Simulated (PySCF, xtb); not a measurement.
C4H4BFO, SMILES O=C(B(F)C#C)C.

Coordinates come from a B3LYP-D3(BJ)/def2-SVP optimisation. The structure was generated by enumeration, and PubChem lists no compound with its InChIKey, so it may never have been made. One conformer was computed; it need not be the lowest.

Calculation: PySCF with C-PCM-B3LYP/def2-SVP.

The values are the electrostatic part of the solvation free energy, E(continuum) − E(gas) at the gas-phase geometry, in a cavity of scaled van der Waals radii (PySCF's table); cavitation and dispersion terms are not included. In vacuum the orbital gap is 4.80 eV. The dipole moment in vacuum is 3.01 D.

**Question.** Estimate the values in water (ε = 78.36), acetone (ε = 20.49), cyclohexanone (ε = 15.62). (An estimate is asked for; the answer gives what the named calculation found.)

**Answer.** 
| solvent | ε | ΔG(elec) (kcal/mol) | dipole (D) | gap (eV) |
|---|---|---|---|---|
| water | 78.36 | -5.9 | 3.87 | 4.94 |
| acetone | 20.49 | -5.7 | 3.83 | 4.93 |
| cyclohexanone | 15.62 | -5.6 | 3.82 | 4.93 |

For comparison, GFN2-xTB/ALPB(water) (xtb, at the GFN2-xTB geometry, all terms of that model) gives -3.6 kcal/mol.
